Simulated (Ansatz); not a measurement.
Two isomers of C2H6FNOSi: A = `C[SiH2]OC(=N)F`, B = `O=CNC(F)[SiH3]`.

Program: Ansatz. Geometries: PBE0-D4/def2-TZVP. ΔE: electronic, gas phase. CCSD(T)/CBS is the MP2 limit (def2-TZVPP, def2-QZVPP) plus CCSD(T) − MP2 in def2-TZVPP, frozen cores. Functionals use def2-TZVPP. B3LYP here is the variant with VWN-RPA as its local correlation; programs differ in this. One conformer a species, not always the lowest.

A:

```xyz
12

C    -2.017    0.631    0.010
Si   -0.218    0.486   -0.386
O     0.368   -0.754    0.586
C     1.626   -1.172    0.605
N     2.644   -0.811   -0.025
F     1.727   -2.155    1.481
H    -2.162    0.874    1.065
H    -2.472    1.423   -0.589
H    -2.537   -0.304   -0.205
H     0.035    0.115   -1.802
H     0.547    1.719   -0.068
H     2.458   -0.052   -0.671
```

B:

```xyz
12

O     0.620    0.630    2.594
C     0.621   -0.423    2.014
N     0.151   -0.619    0.744
C    -0.501    0.398    0.005
F    -1.891    0.279    0.137
Si   -0.077    0.345   -1.853
H     1.034   -1.351    2.450
H     0.157   -1.560    0.385
H    -0.222    1.350    0.464
H     1.354    0.700   -2.019
H    -0.305   -1.045   -2.332
H    -0.941    1.295   -2.590
```

Question: Which isomer does CCSD(T)/CBS put lower? Give the gap. (Best estimate.)

Answer: The calculation gave: A, by 33.8 kcal/mol.

Question: Give E(B) − E(A) in kcal/mol with PBE-D4, HF/def2-TZVPP, CCSD/def2-TZVPP, MP2/def2-TZVPP, B3LYP, CCSD(T)/def2-TZVPP, r2SCAN-D4. (Best estimate.)

Answer: The calculation gave: PBE-D4 29.0, HF/def2-TZVPP 35.5, CCSD/def2-TZVPP 34.3, MP2/def2-TZVPP 34.8, B3LYP 31.4, CCSD(T)/def2-TZVPP 33.8, r2SCAN-D4 33.7. None reverses the order clearly.

Largest T1 diagnostic: 0.015.

In def2-TZVPP, CCSD(T) changes the Hartree–Fock value by −1.8 kcal/mol (the triples alone add −0.6 kcal/mol) and MP2 by −0.7 kcal/mol. From PBE to PBE0 (25 % exact exchange), in def2-TZVPP and without D4, E(B) − E(A) moves by +2.7 kcal/mol.
